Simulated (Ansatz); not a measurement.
# Competing steps

Reactants: SiNH₅ ([NH2][SiH3]) + HF + HF (brackets give SMILES or just the links). Saddle points were found for several chosen steps; others may exist. Gas-phase electronic energies, without zero-point energy, by CCSD(T) at an estimated basis limit (MP2 extrapolated from triple and quadruple zeta, plus CCSD(T) − MP2 in triple zeta); Ansatz 0.2.0, def2-TZVPP and QZVPP, frozen cores, on PBE0-D4/def2-TZVP structures. Extrapolation: Hartree–Fock as exp(−7.88 √X), correlation as X^−2.97. No counterpoise correction.

**Question.** Rank the steps by the energy of their saddle points, lowest first, and give each saddle's height above the lowest. (To be estimated.)
A. ligand exchange through a proton shuttle, to SiNH₄F ([NH2][SiH2][F]) + HF + H₂ (breaks or loosens F–H, F–H, H–Si; forms F–H, F–Si, H–H)
B. ligand exchange through a proton shuttle, to SiH₃F ([F][SiH3]) + NH₃ + HF (breaks or loosens F–H, F–H, N–Si; forms F–H, F–Si, H–N)

**Answer.** The calculation gives: B (0.00 kcal/mol), A (28.88 kcal/mol). Heights count from the lowest.

The lowest of these saddles lies at -11.21 kcal/mol relative to the separated reactants.

**Question.** Does the lowest of these saddles lead to the lowest end structure (the products still in contact)? (A judgement: the text doesn't fix the answer.)

**Answer.** By the calculation: No: the step over a higher saddle ends lower. Relative to the separated reactants, the ends lie at -31.04 (SiH₃F ([F][SiH3]) + NH₃ + HF); -39.86 (SiNH₄F ([NH2][SiH2][F]) + HF + H₂) kcal/mol.

No T1 diagnostic of these runs exceeds 0.012.

For scale, one of the runs: CCSD(T)/def2-TZVPP, 233 basis functions, launched by `ansatz run in.yaml --threads 4 --pin off --events-out ev --progress --plain --max-ram 9574MiB`. Time: 2.6 min of wall clock on 4 CPU threads of an AMD EPYC 7R43; the host was shared. Peak host memory: 4.3 GiB.
